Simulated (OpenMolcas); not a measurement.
# Ni2+ in LiF: curves along the breathing mode

Ni2+ with its 6 nearest fluoride ions, on the Li site of LiF (a = 4.028 Å, distance in the model lattice 2.014 Å). The rest of the host is ab initio model potentials to 7.6 Å and point charges beyond; the distance is set by hand and nothing relaxes, and no local charge compensation is placed. Ligand basis ANO-RCC-VDZP.

```yaml
Program: OpenMolcas
Method: CASSCF
Basis: ANO-RCC-VDZP [5s4p2d1f]
Scalar_Hamiltonian: DKH2, point nucleus
Active_space: 8 electrons in 5 orbitals (3d)
State_averaging: 2S+1 = 3 even, 10 roots; 2S+1 = 1 even, 15 roots
Spin-orbit_coupling: RASSI with atomic mean-field integrals over the reference wave functions
```

Spin-free energies (labels of O, the rotations of Oh) in cm-1 above the lowest fitted minimum, as all ligands move together:

```csv
R (Å),3A2,3T2,3T1,1E,1T2,3T1(2),1A1
1.873,100,11480,19100,18910,29350,34090,30920
1.917,560,10690,17660,19290,28480,32730,30910
1.961,3290,12330,18690,21910,30030,33920,33180
2.005,8010,16110,21920,26530,33720,37350,37480
2.049,14550,21840,27130,32960,39350,42780,43630
2.093,22800,29370,34210,41090,46780,50080,51510
2.137,32690,38640,43060,50870,55960,59150,61060
```

Cubic fits give the following; the wavenumber is harmonic, with the mass of all moving ligands, small differences in it between states hang on the degree of the fit, a number in brackets counts states of one label, and the table is a selection of at most 14 states with clean curves.

```tsv
State	R0 (Å)	Breathing mode (cm-1)	Minimum (cm-1)
3A2	1.885	590	0
3T2	1.908	601	10680
3T1	1.920	602	17690
1E	1.887	588	18790
1T2	1.910	600	28490
3T1(2)	1.918	611	32770
1A1	1.894	589	30640
1T1	1.908	601	34870
1E(2)	1.927	612	42000
1T2(2)	1.926	612	42630
1A1(2)	1.919	611	74460
```

The minimum of 3T2 is shifted by +0.0235 Å against 3A2 (from the unrounded fits). With M = 114.0 u for the moving shell, the Huang-Rhys factor in this mode is S = M ω ΔR² / 2ħ = 0.01483 × 114.0 × 590 × 0.0235² = 0.55. Only the first shell moves, against a rigid host.

Without dynamic correlation the repulsion within the d shell is too large (B by tens of per cent), so at a given field states of lower spin stand too high. Ligand-to-metal charge-transfer states are missing. With no ligand orbital active B as a rule stays too high, so bands that hang on it stand too high and its fall with covalency is understated. With metal d orbitals alone and no dynamic correlation 10Dq can be off by a tenth to a fifth, either way, in oxide and fluoride hosts. No measured value stands beside these numbers.
